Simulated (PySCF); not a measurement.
# Radial density of Rb (rubidium, neutral)

UHF, [Kr] 5p1, 2P determinant (an excited configuration). Calculation: PySCF 2.14, in aug-cc-pVDZ-X2C (7s6p4d, 45 functions); the spin-free X2C one-electron Hamiltonian (Gaussian nucleus).

```json
{"r (bohr)": "0.0295", "4πr²ρ (e/bohr)": "46.20", "4πr²(ρα − ρβ)": "0.0002"}
{"r (bohr)": "0.0496", "4πr²ρ (e/bohr)": "39.07", "4πr²(ρα − ρβ)": "0.0006"}
{"r (bohr)": "0.0834", "4πr²ρ (e/bohr)": "44.95", "4πr²(ρα − ρβ)": "0.0012"}
{"r (bohr)": "0.140", "4πr²ρ (e/bohr)": "54.48", "4πr²(ρα − ρβ)": "0.0005"}
{"r (bohr)": "0.236", "4πr²ρ (e/bohr)": "32.63", "4πr²(ρα − ρβ)": "0.0006"}
{"r (bohr)": "0.397", "4πr²ρ (e/bohr)": "39.35", "4πr²(ρα − ρβ)": "0.0032"}
{"r (bohr)": "0.667", "4πr²ρ (e/bohr)": "20.15", "4πr²(ρα − ρβ)": "0.0001"}
{"r (bohr)": "1.12", "4πr²ρ (e/bohr)": "6.764", "4πr²(ρα − ρβ)": "0.0112"}
{"r (bohr)": "1.89", "4πr²ρ (e/bohr)": "4.100", "4πr²(ρα − ρβ)": "0.0029"}
{"r (bohr)": "3.18", "4πr²ρ (e/bohr)": "0.4599", "4πr²(ρα − ρβ)": "0.0256"}
{"r (bohr)": "5.34", "4πr²ρ (e/bohr)": "0.1437", "4πr²(ρα − ρβ)": "0.1404"}
{"r (bohr)": "8.98", "4πr²ρ (e/bohr)": "0.1046", "4πr²(ρα − ρβ)": "0.1046"}
{"r (bohr)": "15.1", "4πr²ρ (e/bohr)": "0.008599", "4πr²(ρα − ρβ)": "0.0086"}
```

Densities and radii are taken from the X2C orbitals without a picture-change correction, which distorts them close to the nucleus.
